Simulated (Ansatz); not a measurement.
Geometry optimisation, RKS B3LYP-D4/6-31G* (Ansatz 0.2.0).

Input:

```yaml
crystal:
  periodic: [false, false, false]
  atoms:
    - { symbol: Si, position_ang: [-0.843711, -0.474523, 0.011441] }
    - { symbol: S, position_ang: [1.735553, 1.752588, 0.621788] }
    - { symbol: C, position_ang: [0.321538, -1.230078, -0.969081] }
    - { symbol: H, position_ang: [1.559434, 0.54825, -0.000567] }
    - { symbol: O, position_ang: [-1.659666, 0.882603, -0.406435] }
    - { symbol: O, position_ang: [-1.183101, -0.80404, 1.586926] }
    - { symbol: H, position_ang: [1.410145, 2.45694, -0.486669] }
    - { symbol: H, position_ang: [0.462677, -0.905745, -1.994817] }
    - { symbol: H, position_ang: [0.7474, -2.192352, -0.709429] }
    - { symbol: H, position_ang: [-1.907484, 1.453743, 0.337384] }
    - { symbol: H, position_ang: [-0.642883, -1.487486, 2.009459] }
basis:
  gaussian: { orbitals: "6-31G*" }
hamiltonian:
  xc: b3lyp
  dispersion: d4
relax:
  f_tol: 0.03
  max_steps: 50
output:
  orbitals: {}
```

Command:

```bash
$ ansatz run input.yaml --threads 2 --pin off --max-ram 3072MiB --backend cpu --events-out ev --progress --plain --runs-dir out
```

Question: Where does it end, and by what steps?

Answer: The forces met the threshold. After 13 steps the energy has fallen by 0.018 eV; H10 moved furthest, 0.40 Å.

```tsv
step	energy less start (eV)	largest force component (eV/Å)	accepted
0	0.0000	0.160	yes
1	-0.0029	0.204	yes
2	0.0801	1.279	no
3	-0.0109	0.164	yes
4	-0.0125	0.058	yes
5	-0.0131	0.052	yes
6	-0.0144	0.212	yes
7	-0.0155	0.128	yes
8	-0.0169	0.042	yes
9	-0.0174	0.077	yes
10	-0.0176	0.119	yes
11	-0.0182	0.062	yes
12	-0.0182	0.054	yes
13	-0.0184	0.025	yes
```

```xyz
11
Properties=species:S:1:pos:R:3
Si -0.851 -0.528 0.021
S 1.578 1.965 0.646
C 0.259 -1.336 -0.978
H 1.570 0.725 0.082
O -1.607 0.872 -0.367
O -1.195 -0.891 1.593
H 1.406 2.577 -0.545
H 0.427 -0.990 -1.993
H 0.646 -2.321 -0.737
H -1.524 1.565 0.307
H -0.709 -1.639 1.970
```

Whether the end is a true minimum wasn't checked by a vibrational analysis.

Time of the run: 36 s on 2 threads of Intel(R) Xeon(R) Platinum 8488C (Sapphire Rapids), with other jobs on the host, peak memory 0.22 GiB.
